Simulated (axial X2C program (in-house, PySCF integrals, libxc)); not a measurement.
# BeMo: cheaper levels and CCSD(T), with spin–orbit coupling

Computed with an in-house relativistic program for diatomic molecules. Two-component (2c) means X2C with spin–orbit coupling and atomic mean-field two-electron Coulomb and Gaunt terms. Basis: Mo dyall-cv3z [11s12p9d5f3g], Be dyall-cv3z [8s8p3d1f] (cores contracted in-house); Gaussian nuclei, density fitting, unrestricted open shells. Masses: Mo 97.905 u, Be 9.012 u.

State: Ω = 3 (⟨Sz⟩ = 3.00, ⟨Lz⟩ = 0.00 at HF); fragments Mo + Be.

```csv
level,Re (Å),ωe (cm⁻¹),De (eV)
HF,2.808,195.7,0.167
MP2,2.487,339.9,0.511
CCSD,2.528,307.5,0.441
r2SCAN,2.451,372.0,0.989
```

Correlated methods: 8 electrons correlated (number of frozen shells: Mo 4 s, 3 p, 1 d; Be 1 s), 272 virtual spin orbitals or spinors in MP2, 90 natural virtuals in coupled cluster.

CCSD(T), same Hamiltonian and basis:

Re = 2.495 Å, ωe = 328.9 cm⁻¹, De = 0.55 eV; T1 = 0.037 (Lee–Taylor normalisation).

(1) Give the differences from CCSD(T) in the columns below.

Occupations by symmetry block were frozen at the best pattern of an incomplete PBE0 search. De is counted from the lowest determinant-based energies of the atoms at the same level, without counterpoise correction. Density functionals use the spin component along the axis (collinear). Coupled cluster ran in a truncated set of natural virtual spinors; the MP2 energy of the rest was added. (T) has no such correction and the atoms are truncated less, which lowers De at CCSD(T) by a hundredth of an eV or more. Other states lie close and PBE0, whose exact exchange favours high spin, may order them wrongly; the determinant shown need not be the ground state. The nearest other 2c determinant of the search, Ω = 2, lies 0.61 eV up at the distance of the search. With several unpaired electrons one determinant need not be a pure state. Open-shell Ω = 0 determinants with evenly filled partner blocks cannot be reached by this program, so the Ω shown need not be the lowest component. The determinant is spin-polarised beyond a pure state at some levels (its spin-free form has ⟨S²⟩ too high), which makes Re and μ there less reliable. With the outer-core shells frozen, correlated bond lengths of heavy atoms tend to come out a few hundredths of an ångström too long.

Results:

(1) 

```tsv
level	ΔRe (Å)	Δωe (cm⁻¹)	ΔDe (eV)
HF	0.313	-133	-0.38
MP2	-0.008	11	-0.04
CCSD	0.033	-21	-0.11
r2SCAN	-0.044	43	0.44
```
